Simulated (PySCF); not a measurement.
## Telling isomers of C$_{9}$H$_{6}$ClP apart by NMR

In vacuum, relativity neglected, single conformer, rapidly exchanging positions averaged. PBE0/pcSseg-1 with gauge-including orbitals; GFN2-xTB geometry; PySCF 2.14.

Chemical shifts δ = σref − σ; TMS for $^{1}$H and $^{13}$C, all at this level. Splittings of carbon signals by F and P are missing where no couplings were computed. Where no couplings were computed, multiplicities follow the n + 1 count of equivalent neighbours, and m marks all less simple cases (inequivalent or close neighbours, rings, F or P nearby). Shifts are as computed. Against solution values, carbons near 30 ppm lie about +3 ppm off and those near 130 ppm about +5 ppm; carbons on Cl a further +6 ppm. Of 1211 compounds with measured shifts, 218 miss one by over three times the rms of a fit or turn the order of signals round; such compounds aren't used in these exercises. Carbons bonded to Cl come out too deshielded.

(1) Tabulate the signals of `Clc1pccc2ccccc12`, `Clc1ccc2ccccc2p1` and their relative energies.

(2) What is the quickest way to tell Clc1pccc2ccccc12 from Clc1ccc2ccccc2p1?

Results:

(1) 
| SMILES | carbon types | δC | δH | E rel. (kcal/mol) |
| --- | --- | --- | --- | --- |
| Clc1pccc2ccccc12 | 3×C 6×CH | 187.1, 153.9, 139.9, 138.6, 137.5, 137.0, 134.0, 133.6, 129.2 | 8.98 (m, 1H), 8.75 (m, 1H), 8.52 (m, 1H), 8.24 (d, 1H), 8.10 (m, 1H), 7.98 (m, 1H) | 1.5 |
| Clc1ccc2ccccc2p1 | 3×C 6×CH | 187.9, 162.0, 139.4, 138.7, 137.8, 137.1, 137.0, 134.0, 130.6 | 8.56 (m, 1H), 8.28 (m, 1H), 8.19 (m, 1H), 8.16 (m, 1H), 8.01 (m, 1H), 7.88 (m, 1H) | 0.0 |

Energies are electronic energies at PBE0/pcSseg-1 on these geometries, without zero-point or thermal terms, each for the one conformer computed, which needn't be the lowest.

(2) Both give the same number of carbon signals, with the same numbers of each carbon type, so the positions decide. The first has an aromatic CH at 153.9 ppm, the second a ring-fusion aromatic carbon (C) at 162.0 ppm. Their most deshielded carbons lie at 187.1 and 187.9 ppm. In the proton spectra the most deshielded non-exchanging signals are 8.98 (m, 1H) and 8.56 (m, 1H).
